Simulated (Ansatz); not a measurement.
CH2GeO2, SMILES `O=[CH][Ge][OH]` (lower singlet; O–C–Ge–O torsion 0°, C–Ge–O–H torsion 0°) (charge 0, multiplicity 1). This singlet lies 1.46 eV below the relaxed triplet at the level frozen-core CCSD(T)/cc-pVTZ // B3LYP-D3(BJ)/def2-TZVP (Ansatz, a first-principles code).

The numbers are results of Ansatz with BLYP/cc-pVTZ // B3LYP-D3(BJ)/def2-TZVP, not measurements.

Ansatz 0.2 input:
```yaml
crystal:
  periodic: [false, false, false]
  atoms:
    - { symbol: O, position_ang: [-0.796398, 1.060487, -0.213353] }
    - { symbol: C, position_ang: [-0.97248, -0.122247, -0.025242] }
    - { symbol: Ge, position_ang: [0.769655, -1.367157, 0.122904] }
    - { symbol: O, position_ang: [1.790225, 0.065974, -0.126081] }
    - { symbol: H, position_ang: [-2.020193, -0.496156, 0.059662] }
    - { symbol: H, position_ang: [1.22919, 0.8591, -0.234722] }
basis:
  gaussian: { orbitals: cc-pVTZ }
hamiltonian:
  xc: blyp
```

Output:

```
Functional definition: BLYP
975 factors; their error is unknown
mean field evaluation 1: about -61672.8884 eV, gradient 8.5e1 eV
mean field evaluation 2: about -61543.1712 eV, gradient 2.3e2 eV
mean field evaluation 4: about -61682.5294 eV, gradient 3.7e1 eV
mean field evaluation 8: about -61685.3712 eV, gradient 4.8e-1 eV
mean field evaluation 16: about -61685.3595 eV, gradient 3.7e-4 eV
mean field -61685.35948392 eV, -2266.8951491956 hartree, gradient 3.3e-5 eV, S^2 0.000000; 1 other end points of the search recorded, 0 dependent functions left out
reference -61685.35977179 eV, -2266.8951597746 hartree; 28, 28 occupied and 133, 133 virtual orbitals, 975 factors
Total energy: -61685.35977179 eV, -2266.8951597746 hartree
```
